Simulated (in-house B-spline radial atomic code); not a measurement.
How numerical settings move a run on Mo IV (Mo3+), [Kr] 4d3. Computed with a B-spline radial code for spherical atoms: Dirac-Kohn-Sham LDA VWN5, spherical fractional occupations, Fermi nucleus of rms radius 4.4091 fm.

Command:
```bash
python run_scf.py task.json out
```
Settings of the sound reference run:
```
Z                42
electrons        39
configuration    [Kr] 4d3
hamiltonian      dirac
method           lda,vwn
spin_polarised   False
nucleus          fermi
rms_radius       4.4091
mass_number      98
atomic_mass      97.9054
speed_of_light   137.036
knot_spacing     0.22
spline_order     8
gauss_points     12
box_radius       16.22
max_iterations   70
damping          0.5
damped_steps     3
diis_vectors     10
tolerance        1e-08
start            Thomas-Fermi
```

Run time, properties included: 1.7 s on 1 thread of Arm Neoverse N1, on a shared host.

It converges in 10 iterations to -4043.129184 hartree, with 4d5/2 at -32.9963 eV. The other runs change the listed settings, some to values that make no sense; their results aren't properties of the atom or ion. Radii are in bohr (the nuclear one in fm), a minus after a letter asks for a j subshell, and «unchanged» means within 1e-8 hartree. The run stops when the residual is below 10 × tolerance × max(1, Z/10), or a noise floor if that is larger, and the energy moves by less than 1e-8 × √|E| hartree; so very loose and very tight tolerances often act alike.

| changed settings | outcome |
| --- | --- |
| box_radius = 0.97 | converged in 8 iterations, energy +1.53e+02 hartree from the reference, 4d5/2 level +5.0e+02 eV (the program warns: 4d5/2 has a positive eigenvalue: unbound, held by the box; 3d3/2 has a positive eigenvalue: unbound, held by the box) |
| first_knot = 0.00238, max_iterations = 60, damping = 0.2, damped_steps = 0, start = bare nucleus | stopped with error: index 0 is out of bounds for axis 0 with size 0 |
| diis_vectors = 0 | converged in 18 iterations, energy unchanged, 4d5/2 level +5.0e-06 eV |
| box_radius = 2.43 | converged in 9 iterations, energy +1.50e+00 hartree from the reference, 4d5/2 level +1.6e+01 eV (the program warns: 4d5/2 reaches the box edge; 3d3/2 reaches the box edge) |
| box_radius = 2.43, first_knot = 0.0714, max_iterations = 100, damped_steps = 8, start = bare nucleus | converged in 13 iterations, energy +1.31e+01 hartree from the reference, 4d5/2 level +1.6e+01 eV (the program warns: 4d5/2 reaches the box edge; 3d3/2 reaches the box edge) |
| diis_vectors = 2 | converged in 13 iterations, energy unchanged, 4d5/2 level +9.5e-06 eV |
| electrons = 40, configuration = [Kr] 4d3 2f1, max_iterations = 100 | stopped with error: there is no 2f shell |
| box_radius = 3.24 | converged in 9 iterations, energy +1.93e-01 hartree from the reference, 4d5/2 level +3.5e+00 eV (the program warns: 4d5/2 reaches the box edge; 4s1/2 reaches the box edge) |
| box_radius = 64.88 | converged in 10 iterations, energy unchanged |
| box_radius = 8.11 | converged in 10 iterations, energy +1.16e-06 hartree from the reference, 4d5/2 level +9.4e-05 eV (the program warns: 4d5/2 reaches the box edge; 4d3/2 reaches the box edge) |
| electrons = 42, configuration = [Kr] 4d3 5s3, max_iterations = 50 | stopped with error: shell 5s holds at most 2 electrons |
| box_radius = 0.65 | converged in 7 iterations, energy +6.62e+02 hartree from the reference, 4d5/2 level +1.6e+03 eV (the program warns: 4d5/2 has a positive eigenvalue: unbound, held by the box; 3s1/2 has a positive eigenvalue: unbound, held by the box) |
| max_iterations = 3, diis_vectors = 1 | not converged after 3 iterations, last residual 6.0e-02, last energy +1.04e-01 hartree from the reference |
| box_radius = 4.87 | converged in 10 iterations, energy +4.33e-03 hartree from the reference, 4d5/2 level +1.6e-01 eV (the program warns: 4d5/2 reaches the box edge; 4s1/2 reaches the box edge) |

(1) What happens with spline_order = 3, max_iterations = 60, damping = 0.95?

(2) What happens with box_radius = 1.62?

(3) What happens with diis_vectors = 4?

(4) What happens with start = bare nucleus?

Answers

(1) Converged in 10 iterations, energy +1.08e-01 hartree from the reference, 4d5/2 level -9.4e-03 eV.

(2) Converged in 8 iterations, energy +1.59e+01 hartree from the reference, 4d5/2 level +9.0e+01 eV (the program warns: 4d5/2 has a positive eigenvalue: unbound, held by the box; 4p3/2 has a positive eigenvalue: unbound, held by the box).

(3) Converged in 10 iterations, energy unchanged, 4d5/2 level +8.5e-07 eV.

(4) Converged in 10 iterations, energy unchanged, 4d5/2 level +2.4e-06 eV.
